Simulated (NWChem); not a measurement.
System: MgHSeI; SMILES [Mg]([SeH])[I]

NWChem input:

```
start job
memory heap 200 mb stack 900 mb global 1100 mb
geometry units angstroms noautosym nocenter noautoz
  Mg    -0.077687     0.597398     0.000165
  I     -0.271147    -1.953090    -0.000329
  Se     0.136185     3.010278     0.000791
  H     -1.332297     3.134307    -0.007461
end
basis spherical
  * library def2-svpd
end
ecp
  I library def2-ecp
end
dft
  xc b3lyp
  iterations 150
end
property
  response 1 0.0
end
task dft property
```

Parts of the log:

```
             Northwest Computational Chemistry Package (NWChem) 7.3.0
             --------------------------------------------------------

                             Geometry "geometry" -> ""
                             -------------------------

 Output coordinates in angstroms (scale by  1.889725989 to convert to a.u.)

  No.       Tag          Charge          X              Y              Z
 ---- ---------------- ---------- -------------- -------------- --------------
    1 Mg                  12.0000    -0.07768700     0.59739800     0.00016500
    2 I                   53.0000    -0.27114700    -1.95309000    -0.00032900
    3 Se                  34.0000     0.13618500     3.01027800     0.00079100
    4 H                    1.0000    -1.33229700     3.13430700    -0.00746100

 Effective nuclear repulsion energy (a.u.)     432.0385113633

                                 NWChem DFT Module
                                 -----------------

 Summary of "ao basis" -> "ao basis" (spherical)
 ------------------------------------------------------------------------------
       Tag                 Description            Shells   Functions and Types
 ---------------- ------------------------------  ------  ---------------------
 Mg                        def2-svpd                 9       21   4s4p1d
 I                         def2-svpd                13       35   5s5p3d
 Se                        def2-svpd                15       41   6s5p4d
 H                         def2-svpd                 4        8   2s2p

            General Information
            -------------------
          SCF calculation type: DFT
          Wavefunction type:  closed shell.
          No. of atoms     :     4
          No. of electrons :    72
           Alpha electrons :    36
            Beta electrons :    36
          Charge           :     0
          Spin multiplicity:     1
          Use of symmetry is: off; symmetry adaption is: off
          Maximum number of iterations: 150
          AO basis - number of functions:   105
                     number of shells:    41
          Convergence on energy requested:  1.00D-06
          Convergence on density requested:  1.00D-05
          Convergence on gradient requested:  5.00D-04

              XC Information
              --------------
                         B3LYP Method XC Potential
                     Hartree-Fock (Exact) Exchange  0.200
                        Slater Exchange Functional  0.800 local
                    Becke 1988 Exchange Functional  0.720 non-local
              Lee-Yang-Parr Correlation Functional  0.810
                  VWN I RPA Correlation Functional  0.190 local

             Grid Information
             ----------------
          Grid used for XC integration:  medium
          Radial quadrature: Mura-Knowles
          Angular quadrature: Lebedev.
          Tag              B.-S. Rad. Rad. Pts. Rad. Cut. Ang. Pts.
          ---              ---------- --------- --------- ---------
          Mg                  1.50       88          14.0       590
          I                   1.40      123          16.0       590
          Se                  1.15      112          17.0       590
          H                   0.35       45          15.0       434
          Grid pruning is: on
          Number of quadrature shells:   368
          Spatial weights used:  Erf1

      Superposition of Atomic Density Guess
      -------------------------------------

 Sum of atomic energies:       -2946.67464208

      Non-variational initial energy
      ------------------------------

 Total energy =   -2896.595353
 1-e energy   =   -4655.833815
 2-e energy   =    1500.723805
 HOMO         =      -0.305753
 LUMO         =      -0.055836

   convergence    iter        energy       DeltaE   RMS-Dens  Diis-err
 ---------------- ----- ----------------- --------- --------- ---------
 d= 0,ls=0.0,diis     1  -2899.7986554752 -3.16D+03  1.28D-02  3.23D-01
 d= 0,ls=0.0,diis     2  -2899.8041338864 -5.48D-03  7.11D-03  2.52D-01
 d= 0,ls=0.0,diis     3  -2899.8402337606 -3.61D-02  1.85D-03  1.65D-02
 d= 0,ls=0.0,diis     4  -2899.8431503438 -2.92D-03  3.67D-04  5.75D-04
 d= 0,ls=0.0,diis     5  -2899.8432520195 -1.02D-04  7.57D-05  5.05D-05
  Resetting Diis
 d= 0,ls=0.0,diis     6  -2899.8432596226 -7.60D-06  1.50D-05  2.09D-06
 d= 0,ls=0.0,diis     7  -2899.8432598454 -2.23D-07  7.30D-06  7.96D-08

         Total DFT energy =    -2899.843259845402
      One electron energy =    -4657.638096056286
           Coulomb energy =     1625.711878956130
    Exchange-Corr. energy =     -126.431699801701
 Nuclear repulsion energy =      258.514657056455

 Numeric. integr. density =       71.999983995707

                       DFT Final Molecular Orbital Analysis
                       ------------------------------------

[...]

 DFT Linear Response polarizability / au
 Frequency  =       0.0000000 / au
              X              Y              Z
 -----------------------------------------------
 X      77.9725637      3.2221158     -0.0150395
 Y       3.2221198    131.7277685      0.0060639
 Z      -0.0150395      0.0060639     80.5239111
 -----------------------------------------------
 Eigenvalues =      77.7800312    131.9202154     80.5239968
 Isotropic   =      96.7414145
 Anisotropic =      52.8216820
 -----------------------------------------------

 Magnetic Dipole Response Matrix (nonzero elements):

 Exiting AOResponse driver routine
```

Level: B3LYP/def2-SVPD with def2 effective core potentials on I. Coordinates come from a PBE0/def2-SVP optimisation. Not confirmed as a minimum by frequencies. def2 effective core potentials on I; no spin-orbit coupling.
